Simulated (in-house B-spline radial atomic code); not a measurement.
Binding energies in Cl+

NIST's tabulated ground configuration is [Ne] 3s2 3p4; each binding energy is the energy of the ion with one electron taken from that subshell, relaxed, less that of the parent. Level of theory: Dirac-Hartree-Fock, average of configuration, Fermi nucleus of rms radius 3.3654 fm; calculated with a radial B-spline atomic code at the basis-set limit. Energies include first-order Breit, QED and recoil terms.

```json
{"subshell": "1s", "X-ray name": "K", "binding energy (eV)": "2846.1", "-ε (eV)": "2878.2", "relaxation (eV)": "29.4"}
{"subshell": "2s", "X-ray name": "L1", "binding energy (eV)": "295", "-ε (eV)": "303.4", "relaxation (eV)": "8.2"}
{"subshell": "3s", "X-ray name": "M1", "binding energy (eV)": "39.22", "-ε (eV)": "40.27", "relaxation (eV)": "1.03"}
{"subshell": "3p", "X-ray name": "M2,3", "binding energy (eV)": "24.3", "-ε (eV)": "25.14", "relaxation (eV)": "0.84"}
```

Relaxation = -ε minus the binding energy without Breit, QED and recoil terms.

Problem. What does it cost to remove two 1s electrons?

Solution. 5922.6 eV, which is 230.5 eV more than the two single binding energies together.

Problem. What does it cost to remove two 3s electrons?

Solution. 93.527 eV, which is 15.08 eV more than the two single binding energies together.
